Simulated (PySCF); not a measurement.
Compound: C3H9NOSi.
Geometry (PBE0-D3(BJ)/def2-SVP, Å), atoms numbered from 1 in this order:
```
atom  x, y, z in Å
C1    -0.8478    1.2586   -0.2042
N2    -0.5226   -0.1413   -0.0784
C3    -1.5742   -1.0324   -0.4998
Si4    0.7689   -0.6266    0.9692
C5     2.3752    0.2925    0.4113
O6     3.2401    0.6246    1.1827
H7    -1.7025    1.5620    0.4339
H8     0.0106    1.8892    0.0789
H9    -1.1095    1.5125   -1.2479
H10   -1.8604   -0.8306   -1.5486
H11   -1.2417   -2.0793   -0.4439
H12   -2.4933   -0.9374    0.1135
H13    0.5922   -0.3312    2.4282
H14    0.9711   -2.0955    0.7825
H15    2.4953    0.4927   -0.6946
```

Computed with PySCF at CAM-B3LYP/def2-SVPD, non-relativistic, on one gas-phase PBE0-D3(BJ)/def2-SVP geometry that isn't relaxed in the solvent. The solvent is an IEF-PCM continuum (van der Waals radii × 1.2). Specific hydrogen bonds and non-electrostatic terms are outside this model.

Gas phase at CAM-B3LYP/def2-SVPD: HOMO -7.96 eV, LUMO -0.43 eV, dipole 3.39 D.

Q: What does the continuum do to the energy, the frontier levels and the dipole at CAM-B3LYP/def2-SVPD in methanol and water?

A: 
```tsv
solvent	ε	E(solvent) − E(gas) (kcal/mol)	polarisation term (kcal/mol)	distortion of the solute (kcal/mol)	HOMO (eV)	LUMO (eV)	dipole (D)
methanol	32.61	-4.64	-5.55	0.91	-7.73	-0.42	4.27
water	78.36	-4.78	-5.75	0.97	-7.73	-0.42	4.30
```

The polarisation term is half the interaction of the solute with the surface charges that it induces; the rest is the cost of distorting the solute's density. The sum is the electrostatic part of solvation alone. The atom shares or the degeneracy of the HOMO differ from the gas phase in methanol and water, so that column needn't follow one orbital. From methanol to water the lowering changes by a factor 1.03, Onsager's factor (ε − 1)/(2ε + 1) by 1.03 and ε itself by 2.4.

Q: Which radius a makes the point-dipole formula ΔE = −[(ε − 1)/(2ε + 1)]·μ²/a³ give the value in water, with the gas-phase dipole?

A: μ = 1.334 au and |ΔE| = 0.00761 Eh give a = 2.57 Å; the farthest nucleus lies 3.53 Å from the centroid of the nuclei, so such a sphere wouldn't even hold the nuclei. The formula assumes a rigid point dipole at the centre of a sphere.

Q: Give the dipole vector in the frame of the coordinates (D, pointing from negative to positive charge), gas and water.

A: Gas (-2.90, -0.48, -1.68), solvent (-3.61, -0.60, -2.26). Its length changes by +27 % and its direction by 2°.

Q: How does the static polarisability (CAM-B3LYP/def2-SVPD, frozen core, with the continuum's full static response) change?

A: 
| medium | isotropic (au) | principal values (au) | ⟨r²⟩ of the electrons (bohr²) |
| --- | --- | --- | --- |
| gas | 76.0 | 66.5, 73.1, 88.4 | 931.7 |
| methanol | 100.4 | 90.4, 98.4, 112.5 | 932.7 |
| water | 101.4 | 91.4, 99.4, 113.3 | 932.7 |

The isotropic value in water is 1.33 times the gas-phase one; no cavity-field correction is applied. ⟨r²⟩ is taken about the centre of nuclear charge.

Cost: about 70 s of CPU time on one thread; the machine was shared, so the figure is rough. This is the whole response run at CAM-B3LYP/def2-SVPD in water, SCF included.
